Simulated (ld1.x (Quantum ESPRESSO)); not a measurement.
Ranking TM potentials for gold

All share these settings but for the change named:

ld1.x (Quantum ESPRESSO) 7.5 input, shortened:

```
&input
   title='Au', zed=79., rel=1, dft='PZ', iswitch=3,
   config='[Xe] 4f14 5d10 6s0.5 6p0.5'
 /
 &inputp
   pseudotype=2, tm=.true., lloc=0,
   nlcc=.true., new_core_ps=.true.
 /
3
6P  2  1   0.50   0.00  3.20  3.20  0.0
5D  3  2  10.00   0.00  1.30  1.30  0.0
6S  1  0   0.50   0.00  2.10  2.10  0.0
 &test
   configts(1)='5d10 6s0.5 6p0.5'
 /
```

Cutoff: the first of the cutoffs (Ry, on a coarse ladder) from which the occupation-weighted sum of valence levels, in a spherical-Bessel basis at the reference potential, stays within 10 and 1 mRy of its value at 400 Ry; the density cutoff is not measured.

The base gives 70 Ry.

Of 11 variants that were run, those that failed, showed a ghost or another fault, or gave nearly equal values are left out.

A variant can come out equal or close to the base.

**Question.** Rank these variants from softest to hardest (loose cutoff).
A. wave 5d (bound): rc 1.30 bohr becomes 5d (bound): rc 1.06 bohr
B. all radii but the core radius scaled by about 1.37 (s 2.88, p 4.40, d 1.78 bohr)
C. functional PBE

**Answer.** B (45 Ry), C (70 Ry), A (140 Ry).
